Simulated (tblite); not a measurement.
Problem. Write Cartesian coordinates for InChI=1S/C2H16Si5/c1-6(2)7(3,4)5/h6H,1-5H3 as optimised with GFN2-xTB.

Solution. 
```xyz
23
C2H16Si5 angstrom
C      2.5099    0.2848   -1.0597
Si     1.3933   -0.6851    0.1406
C      1.9277   -0.2853    1.9246
Si    -0.8648   -0.0802   -0.1836
Si    -1.5009   -0.5585   -2.3870
Si    -2.2200   -1.2650    1.3149
Si    -1.1232    2.2215    0.2054
H      2.2417    0.0707   -2.0900
H      3.5600    0.0352   -0.9375
H      2.4101    1.3565   -0.9128
H      1.6795   -2.1185   -0.0777
H      1.8137    0.7730    2.1422
H      1.3182   -0.8326    2.6376
H      2.9653   -0.5470    2.1116
H     -2.8924   -0.2017   -2.6748
H     -0.6878    0.1623   -3.3702
H     -1.3663   -1.9809   -2.7098
H     -3.6427   -0.9438    1.1825
H     -1.8738   -0.9933    2.7123
H     -2.1085   -2.7146    1.1414
H     -0.3027    3.0395   -0.6929
H     -0.7384    2.6086    1.5662
H     -2.5028    2.6815    0.0270
```

Orientation and origin are arbitrary. Atoms count from 1 in this order. Si4 (four-coordinate silicon) is tetrahedral (angles from 109.0° to 110.0°). Si2 (SiH silicon) is distorted tetrahedral (angles from 106.7° to 114.4°). Si5 (SiH3 silicon) is distorted tetrahedral (angles from 106.0° to 113.1°).

Bonds between heavy atoms (Å): C1–Si2 1.905, Si2–C3 1.905, Si2–Si4 2.360, Si4–Si5 2.343, Si4–Si6 2.342, Si4–Si7 2.349.

Computed geometry: GFN2-xTB, gas phase.

Point group: Cs (tolerance 0.08 Å). Its lowest GFN2-xTB frequency is 12 cm⁻¹, too small to tell a flat minimum from a shallow saddle.
